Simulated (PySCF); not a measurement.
## Calculated data, C$_{2}$H$_{7}$BGe, CH$_{7}$BGeSi, C$_{3}$H$_{8}$Ge

Computed with PySCF 2.14.0. Calculation on a computer-drawn molecule: optimised geometry and harmonic frequencies of an isolated molecule of the commonest isotopes, restricted reference for singlets and unrestricted otherwise, frozen core in MP2; on germanium a core potential holds 10 electrons, which the energies leave out, and 3d is frozen in MP2 and coupled-cluster steps.

Common to all runs: charge 0; multiplicity 1; method HF; basis and core potential on germanium cc-pVDZ-PP ECP10MDF.

(1) C$_{2}$H$_{7}$BGe

Start structure:
```xyz
11
C2H7BGe
C     -1.5308     0.8395     0.5595
Ge     0.0887     0.1637     0.8943
B      1.2748    -0.8165    -0.3569
C      0.6977    -1.1882    -1.7962
H     -2.1187     0.7097    -0.3747
H     -2.1182     1.3959     1.1902
H      0.5614     0.6143     2.2609
H      2.2374    -1.1373    -0.0126
H      1.4298    -0.7644    -2.5034
H      0.8511    -2.2693    -1.8837
H     -0.2197    -0.8201    -1.9357
```

- basis: cc-pVDZ
- rotational constants: 9.633, 2.78, 2.186 GHz
- total energy: -397.8032 hartree
- convergence status largest gradient component: 3.753e-05 hartree/bohr

Drawn bonds:
```csv
atom,other atom,order
1,2,2
2,3,1
3,4,1
1,5,1
1,6,1
2,7,1
3,8,1
4,9,1
4,10,1
4,11,1
```

Optimised structure:
```xyz
11
C2H7BGe
C     -1.5658     0.8498     0.5577
Ge     0.0641     0.2771     0.9667
B      1.2217    -0.8106    -0.3547
C      0.7388    -1.1938    -1.8013
H     -2.0116     0.6447    -0.4090
H     -2.1798     1.4210     1.2442
H      0.5939     0.6228     2.3570
H      2.3140    -1.1593     0.0034
H      1.4444    -0.7735    -2.5294
H      0.8013    -2.2819    -1.9260
H     -0.2674    -0.8689    -2.0670
```

Modes:
```csv
frequency (cm⁻¹),reduced mass (dalton)
45.39,1.196
89.05,1.648
126.5,2.847
289.2,3.446
307.5,1.137
529.3,3.375
667.2,1.112
685.1,1.098
731.6,1.069
853.1,1.238
858.4,1.445
870.5,1.655
897,1.719
919.1,1.564
1076,2.458
1197,1.493
1430,1.29
1507,1.175
1548,1.074
1559,1.054
2236,1.02
2697,1.092
3149,1.042
3203,1.095
3264,1.099
3300,1.055
3401,1.115
```

(2) CH$_{7}$BGeSi

Start structure:
```xyz
11
CH7BGeSi
C     -1.9358    -0.0255    -0.2701
Ge    -0.4443     0.7935     0.2394
B      0.7899     0.1101     1.6644
Si     0.2994    -1.4022     2.7323
H     -2.6564     0.3503    -1.0527
H     -2.3693    -0.9481     0.2680
H     -0.1460     2.0007    -0.6241
H      1.7292     0.7937     1.8447
H      0.0035    -2.5868     1.9473
H      1.4307    -1.9018     3.5977
H     -0.8111    -1.2159     3.6866
```

- basis: cc-pV(D+d)Z
- rotational constants: 7.947, 1.516, 1.292 GHz
- total energy: -648.8467 hartree
- convergence status largest gradient component: 9.723e-06 hartree/bohr

Drawn bonds:
```csv
atom,other atom,order
1,2,2
2,3,1
3,4,1
1,5,1
1,6,1
2,7,1
3,8,1
4,9,1
4,10,1
4,11,1
```

Optimised structure:
```xyz
11
CH7BGeSi
C     -1.8505    -0.1428    -0.4321
Ge    -0.4926     0.8394     0.1609
B      0.6113     0.2513     1.7837
Si     0.2661    -1.4600     2.8357
H     -2.4554     0.1373    -1.2868
H     -2.1236    -1.0734     0.0516
H     -0.1844     2.1337    -0.5855
H      1.5157     0.9559     2.1364
H     -0.8704    -2.2609     2.3220
H      1.4876    -2.3049     2.7962
H     -0.0140    -1.1076     4.2515
```

Modes:
```csv
frequency (cm⁻¹),reduced mass (dalton)
63.28,1.145
88.99,2.026
107.5,3.589
216.4,4.123
308.8,1.111
443,2.541
505.4,1.066
633.8,1.206
668,1.254
699,1.747
749.9,1.89
789,1.22
857.8,2.215
893.2,1.242
898.1,1.59
980.5,1.127
1014,1.078
1033,1.036
1043,1.37
1509,1.174
2243,1.02
2286,1.05
2290,1.037
2308,1.032
2716,1.091
3304,1.055
3406,1.115
```

(3) C$_{3}$H$_{8}$Ge

Start structure:
```xyz
12
C3H8Ge
C      1.4165    -1.9593    -0.1501
Ge     0.6008    -0.5147     0.4952
C     -0.5842     0.7182    -0.6107
C     -0.1755     0.7161    -2.1451
H      1.8321    -1.9611    -1.1349
H      1.9910    -2.6153     0.5189
H      0.0425    -0.5643     1.8873
H     -0.3845     1.7871    -0.2137
H     -1.5330     0.4859    -0.4653
H      0.8410     1.0263    -2.2724
H     -0.2540    -0.2970    -2.4633
H     -0.8249     1.3635    -2.6636
```

- basis: cc-pVDZ
- rotational constants: —
- total energy: —

Drawn bonds:
```csv
atom,other atom,order
1,2,2
2,3,1
3,4,1
1,5,1
1,6,1
2,7,1
3,8,1
3,9,1
4,10,1
4,11,1
4,12,1
```

Q: Estimate the rotational constants of C$_{3}$H$_{8}$Ge (entry 3).
A: 9.233, 3.117, 2.399 GHz

Q: Give the missing total energy for C$_{3}$H$_{8}$Ge (entry 3).
A: -411.5783 hartree

Further results for C$_{3}$H$_{8}$Ge (entry 3):

- convergence status largest gradient component: 3.851e-05 hartree/bohr

Optimised structure:
```xyz
12
C3H8Ge
C      1.5519    -1.8199    -0.1337
Ge     0.4004    -0.6323     0.4697
C     -0.5276     0.7079    -0.6170
C     -0.1780     0.6726    -2.1064
H      1.8231    -1.8785    -1.1806
H      2.0262    -2.5317     0.5302
H      0.0392    -0.5752     1.9508
H     -0.2968     1.6873    -0.1886
H     -1.6006     0.5569    -0.4683
H      0.8880     0.8431    -2.2705
H     -0.4320    -0.2908    -2.5531
H     -0.7260     1.4460    -2.6500
```

Modes:
```csv
frequency (cm⁻¹),reduced mass (dalton)
84.61,1.826
146.2,2.82
240.5,1.088
309.9,3.283
324.7,1.206
586.7,2.957
663,1.116
711.1,1.169
762.1,1.128
809.5,1.15
884.5,1.284
913.2,3.447
1040,1.609
1044,1.128
1128,1.933
1356,1.255
1368,1.461
1494,1.176
1522,1.206
1562,1.104
1598,1.045
1599,1.037
2249,1.02
3175,1.04
3185,1.057
3222,1.103
3246,1.103
3260,1.104
3306,1.054
3409,1.116
```
